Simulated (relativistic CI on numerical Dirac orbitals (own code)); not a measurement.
**Tb XXIII: q coefficients and field-shift factors**

Calculated at this level of theory: Dirac-Coulomb-Breit CI, separate exchange-only KLI orbitals for each configuration, derivatives by finite differences, unscaled Slater integrals, QED left out (own radial code, finite nucleus).

Configurations in the expansion (outside the closed core [Ar] 3d10): 4s²4p⁶4d⁷, 4s²4p⁵4d⁸, 4s²4p⁶4d⁶4f, 4s²4p⁴4d⁹, 4s4p⁶4d⁸, 4p⁶4d⁹, 4s²4p⁶4d⁶5s, 4s4p⁵4d⁹. Levels of other configurations are missing.

With x = (α/α₀)² − 1 an excitation energy changes as ω = ω₀ + qx; K = 2q/ω₀ is the relative enhancement. Terms are leading LS components, so labels can repeat. The field-shift factor is F = δν/δ⟨r²⟩ for the transition from the lowest level.

Lowest level 4s²4p⁶4d⁷ ⁴F9/2.

| Level | ω₀ (cm⁻¹) | q (cm⁻¹) | F (GHz/fm²) |
| --- | --- | --- | --- |
| 4s²4p⁶4d⁷ ²P3/2 | 28312 | -1174 | -0.359 |
| 4s²4p⁶4d⁷ ²D5/2 | 38592 | 9382 | 0.162 |
| 4s²4p⁶4d⁷ ⁴F7/2 | 53962 | 61080 | 1.12 |
| 4s²4p⁶4d⁷ ⁴F3/2 | 75327 | 63470 | 1.16 |
| 4s²4p⁶4d⁷ ²G9/2 | 78456 | 55200 | 1.1 |
| 4s²4p⁶4d⁷ ⁴P5/2 | 79499 | 64690 | 1.27 |
| 4s²4p⁶4d⁷ ⁴P1/2 | 86357 | 59710 | 0.846 |
| 4s²4p⁶4d⁷ ²H11/2 | 100077 | 57910 | 1.33 |
| 4s²4p⁶4d⁷ ²G7/2 | 106446 | 67430 | 1.29 |
| 4s²4p⁶4d⁷ ²F5/2 | 126252 | 54200 | 1.13 |
| 4s²4p⁶4d⁷ ²D5/2 | 132280 | 114300 | 2.03 |
| 4s²4p⁶4d⁷ ⁴P3/2 | 134840 | 117800 | 2.1 |
| 4s²4p⁶4d⁷ ²P1/2 | 149986 | 122400 | 1.88 |
| 4s²4p⁶4d⁷ ²H9/2 | 155985 | 119900 | 2.4 |
| 4s²4p⁶4d⁷ ²D3/2 | 162039 | 74600 | 1.53 |
| 4s²4p⁶4d⁷ ²F7/2 | 168030 | 110900 | 2.1 |
| 4s²4p⁶4d⁷ ²D3/2 | 222117 | 168700 | 2.99 |
| 4s²4p⁶4d⁷ ²D5/2 | 222338 | 117200 | 2.44 |
| 4s²4p⁵4d⁸ ⁴G°11/2 | 1063871 | 86780 | 6.9 |
| 4s²4p⁵4d⁸ ²D°5/2 | 1076133 | 82730 | 6.34 |
| 4s²4p⁵4d⁸ ⁴F°9/2 | 1077947 | 79850 | 7.21 |
| 4s²4p⁵4d⁸ ²F°7/2 | 1089112 | 88620 | 6.08 |
| 4s²4p⁵4d⁸ ²S°1/2 | 1090649 | 79000 | 7.18 |

At this charge energies of transitions that change n are usually good to better than 1 %, and those within a shell (Δn = 0) to a few per cent. Terms inside the open d or f shell come out 10 to 20 % too wide with unscaled integrals.

**Question.** Which transition from the lowest level has the largest |K|?

**Answer.** 4s²4p⁶4d⁷ ⁴F7/2 at 53962 cm⁻¹, K = 2.26.
